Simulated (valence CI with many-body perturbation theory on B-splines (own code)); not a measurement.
Au LXXV: electric-dipole lines

Calculated by valence CI with perturbative core correlation (CI+MBPT): three valence electrons over a frozen Dirac-Fock core [He], a basis of 11 s, 11 p, 9 d, 7 f, 5 g, 2 h, 1 i functions for each j, with the one-electron correlation potential Σ1 (screened to all orders), the two-electron term Σ2, the three-electron term Σ3, Breit, model QED; selected single and double excitations, second order for the rest (own B-spline code, finite nucleus).

No measured spectrum was set against this ion. As an estimate, large intervals hold to a few tenths of a per cent, small ones and those within an open d or f shell to about a per cent.

Lines 51 to 100 of 295 in falling wavelength, among levels below 15887 eV, chosen from the strongest by gf and those to the six lowest levels. Wavelengths and rates use the calculated energies. Electric multipoles are in the length gauge, E1 and E2 with the static RPA response of the core. Weak lines are less certain than strong ones. Lines between different terms over intervals too small for the method are left out, as are lines whose strength nearly cancels. The highest levels of a list are the least certain.

Levels are named by their leading jj configuration (3d3/2^4 stands for four electrons in 3d with j = 3/2), which in mixed levels can hold well under half, so a name can repeat and another be missing. Letters in brackets count levels of one name in rising energy.

```tsv
λ vac (Å)	Upper	Lower	A (s⁻¹)	S (a.u.)
18.44	(2p1/2 2p3/2 3p3/2) J=3/2 [b]	(2p1/2 2p3/2 3s) J=3/2 [b]	8.79e+11	1.09e-02
18.44	(2s 2p3/2 3p3/2) J=5/2 [a]	(2s 2p3/2 3s) J=3/2 [a]	1.16e+12	2.16e-02
18.29	(2s 2p3/2 3p3/2) J=1/2 [a]	(2s 2p3/2 3s) J=3/2 [a]	2.37e+12	1.43e-02
18.25	(2p1/2^2 3p3/2) J=3/2	(2p1/2^2 3s) J=1/2	2.53e+12	3.04e-02
18.19	(2s 2p1/2 3p3/2) J=3/2 [a]	(2s 2p1/2 3s) J=1/2 [a]	2.57e+12	3.05e-02
18.17	(2s 2p3/2 3p3/2) J=3/2 [b]	(2s 2p3/2 3s) J=3/2 [b]	1.25e+12	1.48e-02
18.15	(2s^2 3p3/2) J=3/2	(2s^2 3s) J=1/2	2.80e+12	3.30e-02
18.08	(2p1/2 2p3/2 3p3/2) J=5/2 [b]	(2p1/2 2p3/2 3s) J=3/2 [b]	1.17e+12	2.05e-02
18.02	(2p1/2 2p3/2 3p3/2) J=3/2 [b]	(2p1/2 2p3/2 3s) J=1/2	8.46e+11	9.77e-03
17.97	(2s 2p1/2 3p3/2) J=5/2	(2s 2p1/2 3s) J=3/2	2.26e+12	3.88e-02
17.97	(2s 2p3/2 3p3/2) J=3/2 [b]	(2s 2p3/2 3s) J=1/2	1.63e+12	1.87e-02
17.96	(2s 2p1/2 3p3/2) J=3/2 [b]	(2s 2p1/2 3s) J=3/2	1.33e+12	1.52e-02
17.84	(2s 2p3/2 3p3/2) J=1/2 [b]	(2s 2p3/2 3s) J=1/2	2.35e+12	1.32e-02
17.84	(2p1/2 2p3/2 3p3/2) J=5/2 [b]	(2p1/2 2p3/2 3s) J=5/2	1.23e+12	2.06e-02
17.73	(2p1/2 2p3/2 3p3/2) J=3/2 [b]	(2p1/2 2p3/2 3s) J=3/2 [a]	8.98e+11	9.88e-03
17.64	(2s 2p3/2 3p3/2) J=5/2 [a]	(2s 2p3/2 3s) J=5/2	1.64e+12	2.67e-02
17.49	(2p1/2 2p3/2 3p3/2) J=1/2 [b]	(2p1/2 2p3/2 3s) J=3/2 [b]	2.47e+12	1.30e-02
7.413	(2s^2 2p3/2) J=3/2	(2s 2p1/2^2) J=1/2	8.20e+10	6.60e-05
5.654	(2s 2p1/2 2p3/2) J=3/2 [a]	(2s^2 2p1/2) J=1/2	2.08e+11	7.43e-05
5.608	(2s 2p3/2^2) J=5/2	(2s^2 2p3/2) J=3/2	5.20e+12	2.72e-03
5.538	(2p1/2 2p3/2^2) J=3/2	(2s 2p1/2 2p3/2) J=1/2	1.34e+13	4.48e-03
5.488	(2p1/2 2p3/2 3d5/2) J=3/2 [a]	(2s 2p1/2 3d5/2) J=3/2	8.41e+12	2.74e-03
5.487	(2p1/2 2p3/2^2) J=5/2	(2s 2p1/2 2p3/2) J=3/2 [b]	1.64e+13	8.02e-03
5.487	(2p1/2 2p3/2 3p3/2) J=3/2 [a]	(2s 2p1/2 3p3/2) J=3/2 [b]	8.35e+12	2.72e-03
5.483	(2p1/2 2p3/2 3d5/2) J=5/2 [a]	(2s 2p1/2 3d5/2) J=5/2 [b]	6.32e+12	3.09e-03
5.469	(2p1/2 2p3/2 3d3/2) J=5/2 [a]	(2s 2p1/2 3d3/2) J=5/2	8.60e+12	4.16e-03
5.463	(2p1/2 2p3/2 3s) J=3/2 [b]	(2s 2p1/2 3s) J=1/2 [b]	1.28e+13	4.11e-03
5.462	(2p1/2 2p3/2 3d5/2) J=9/2	(2s 2p1/2 3d5/2) J=7/2	1.43e+13	1.15e-02
5.462	(2p3/2^3) J=3/2	(2s 2p3/2^2) J=3/2	3.41e+13	1.10e-02
5.456	(2p1/2 2p3/2 3p3/2) J=7/2	(2s 2p1/2 3p3/2) J=5/2	1.61e+13	1.03e-02
5.445	(2s 2p3/2 3d5/2) J=7/2 [b]	(2s^2 3d5/2) J=5/2	1.81e+13	1.15e-02
5.440	(2p1/2 2p3/2 3d5/2) J=5/2 [b]	(2s 2p1/2 3d5/2) J=3/2	6.75e+12	3.22e-03
5.434	(2s 2p3/2 3p3/2) J=5/2 [b]	(2s^2 3p3/2) J=3/2	2.16e+13	1.03e-02
5.433	(2p1/2 2p3/2 3d3/2) J=5/2 [b]	(2s 2p1/2 3d3/2) J=3/2 [b]	1.41e+13	6.71e-03
5.430	(2p1/2 2p3/2 3d5/2) J=7/2 [a]	(2s 2p1/2 3d5/2) J=5/2 [a]	1.22e+13	7.73e-03
5.430	(2p1/2 2p3/2 3d3/2) J=7/2	(2s 2p1/2 3d3/2) J=5/2	1.43e+13	9.06e-03
5.427	(2p1/2 2p3/2 3p1/2) J=5/2	(2s 2p1/2 3p1/2) J=3/2	1.61e+13	7.62e-03
5.426	(2p1/2 2p3/2 3p3/2) J=5/2 [a]	(2s 2p1/2 3p3/2) J=3/2 [a]	1.16e+13	5.47e-03
5.423	(2p1/2 2p3/2 3p1/2) J=3/2 [b]	(2s 2p1/2 3p1/2) J=1/2 [b]	1.62e+13	5.10e-03
5.421	(2p1/2 2p3/2 3d5/2) J=7/2 [b]	(2s 2p1/2 3d5/2) J=5/2 [b]	7.56e+12	4.75e-03
5.421	(2s 2p3/2 3d3/2) J=3/2 [b]	(2s^2 3d3/2) J=3/2	2.14e+13	6.74e-03
5.407	(2s 2p3/2 3d3/2) J=5/2 [b]	(2s^2 3d3/2) J=3/2	2.01e+13	9.39e-03
5.402	(2s 2p3/2 3p1/2) J=1/2	(2s^2 3p1/2) J=1/2	2.31e+13	3.60e-03
5.402	(2p1/2 2p3/2 3s) J=5/2	(2s 2p1/2 3s) J=3/2	1.59e+13	7.42e-03
5.401	(2s 2p3/2 3s) J=1/2	(2s^2 3s) J=1/2	2.30e+13	3.58e-03
5.400	(2s 2p3/2 3p1/2) J=3/2 [b]	(2s^2 3p1/2) J=1/2	2.23e+13	6.92e-03
5.399	(2p1/2 2p3/2 3d5/2) J=3/2 [b]	(2s 2p1/2 3d5/2) J=5/2 [b]	1.18e+13	3.65e-03
5.392	(2p1/2 2p3/2 3d5/2) J=7/2 [b]	(2s 2p1/2 3d5/2) J=7/2	8.27e+12	5.12e-03
5.391	(2p1/2 2p3/2 3p3/2) J=5/2 [b]	(2s 2p1/2 3p3/2) J=3/2 [b]	7.21e+12	3.35e-03
5.391	(2p1/2 2p3/2 3d3/2) J=3/2 [a]	(2s 2p1/2 3d3/2) J=3/2 [a]	1.31e+13	4.05e-03
```
